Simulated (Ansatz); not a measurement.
`[BH2][GeH]([CH3])[SiH3]` + NH₃ → `[CH3][GeH]([NH2])[SiH3]` + BH₃ at 500 K and 1 bar (cleavage of the Ge–B bond).

Gas-phase electronic energies from Ansatz, PBE0-D4/def2-TZVP geometries. CCSD(T)/CBS adds triple-zeta CCSD(T) − MP2 to the extrapolated MP2 energy (def2 sets, frozen cores). This one scheme is used for every species. For Ge outer-core shells are correlated without core-valence functions, which leaves a few kJ/mol of doubt a bond. Scalar relativity is left out up to krypton. Each species was taken in one conformer, which may not be the lowest.

```
                  species  CCSD(T)/CBS energy (Eh)  H − E (kJ/mol)  S (J/(mol·K))
`[BH2][GeH]([CH3])[SiH3]`              -2433.42294           292.8          467.7
                      NH₃                -56.50880           108.2          211.8
`[CH3][GeH]([NH2])[SiH3]`              -2463.37873           306.9          460.1
                      BH₃                -26.55200            86.8          208.8
```

H − E and S are ideal-gas, rigid-rotor, harmonic terms from PBE0-D4/def2-TZVP, for one conformer and one mirror image of each species. 1 Eh = 2625.50 kJ/mol, R = 8.31446 J/(mol·K).

**Question.** By hand: ΔE, ΔH, ΔS and ΔG.

**Answer.** ΔE = (-2463.37873) + (-26.55200) − (-2433.42294) − (-56.50880) = 0.00101 Eh = 2.7 kJ/mol. Δ(H − E) = 306.9 + 86.8 − 292.8 − 108.2 = -7.3, so ΔH = -4.6 kJ/mol. ΔS = 460.1 + 208.8 − 467.7 − 211.8 = -10.6 J/(mol·K). ΔG = -4.6 − 500 × (-10.6)/1000 = 0.7 kJ/mol.

**Question.** By hand: the equilibrium constant, and the temperature at which ΔG would vanish if ΔH and ΔS stayed fixed.

**Answer.** log₁₀ K = −ΔG/(RT ln 10) = -0.1. ΔG = 0 at ΔH/ΔS = 434 K, though so small a ΔH makes that figure unsure.

TΔS isn't small against ΔH here. The sign of ΔG lies within the doubt. A doubt of 5 kJ/mol in ΔE shifts log₁₀ K by 0.5 here. Other conformers and mirror images would add mixing entropy, several J/(mol·K) or more a flexible species. These are equilibria of isolated gas molecules and say nothing of rates. Largest T1 diagnostic: 0.012 (customary marks: 0.02 for closed shells, 0.045 for open ones).
